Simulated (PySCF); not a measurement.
Si(Vi)(OH)2(NH2), SMILES C=C[Si](N)(O)O (C2H7NO2Si) (PBE0/def2-SVP optimised geometry):

```
13

C     -1.502     0.993     0.600
C     -0.396     0.536     0.000
Si     0.101    -1.254     0.000
N     -0.704    -2.011     1.324
O      1.762    -1.254     0.000
O     -0.301    -2.124    -1.365
H     -2.175     0.318     1.141
H     -1.785     2.052     0.581
H      0.245     1.253    -0.530
H     -0.713    -3.023     1.394
H     -0.645    -1.591     2.245
H      2.175    -2.052    -0.343
H     -1.242    -2.268    -1.498
```

Level of theory: PySCF 2.14.0 with PBE0/def2-TZVP.

Problem. What are the frontier orbital energies and the dipole moment?

Solution. HOMO-2 -8.62 eV, HOMO-1 -7.97 eV, HOMO -7.60 eV, LUMO -0.46 eV, LUMO+1 0.73 eV; dipole moment 2.00 D.

On the same geometry PBE/def2-TZVP run with PySCF gives HOMO-2 -7.17 eV, HOMO-1 -6.78 eV, HOMO -6.09 eV, LUMO -1.47 eV, LUMO+1 -0.12 eV; dipole moment 1.94 D.

Meta-Löwdin charges at PBE0/def2-TZVP: C1 -0.22, C2 -0.40, Si3 1.35, N4 -0.76, O5 -0.77, O6 -0.77, H7 0.12, H8 0.12, H9 0.13, H10 0.24, H11 0.24, H12 0.35, H13 0.35.
